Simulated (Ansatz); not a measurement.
Compare A (`C=C[SiH2]S`) with its isomer B (`C[Si]SC`).

Calculated with Ansatz (gas phase, PBE0-D4/def2-TZVP geometries, no zero-point term in ΔE). CBS: MP2 limit from def2 TZ/QZ plus the TZ coupled-cluster correction, frozen cores. This one scheme is used for every species. DFT in def2-TZVPP. B3LYP here is the variant with VWN-RPA as its local correlation; programs differ in this. Each species was taken in one conformer, which may not be the lowest.

**Question.** Which isomer does CCSD(T)/CBS put lower? Give the gap. (Best estimate.)

**Answer.** The calculation gave: A, by 6.8 kcal/mol.

**Question.** Give E(B) − E(A) in kcal/mol with ωB97M-V, CCSD(T)/def2-TZVPP, r2SCAN-D4, B3LYP, CCSD/def2-TZVPP, HF/def2-TZVPP, MP2/def2-TZVPP. (Estimate.)

**Answer.** The calculation gave: ωB97M-V 4.6, CCSD(T)/def2-TZVPP 7.2, r2SCAN-D4 5.9, B3LYP 6.0, CCSD/def2-TZVPP 7.8, HF/def2-TZVPP 13.4, MP2/def2-TZVPP 7.3. None reverses the order clearly.

Largest T1 diagnostic: 0.014.

From PBE to PBE0 (25 % exact exchange), in def2-TZVPP and without D4, E(B) − E(A) moves by +1.7 kcal/mol. In def2-TZVPP, CCSD(T) changes the Hartree–Fock value by −6.2 kcal/mol (the triples alone add −0.6 kcal/mol) and MP2 by −6.0 kcal/mol.
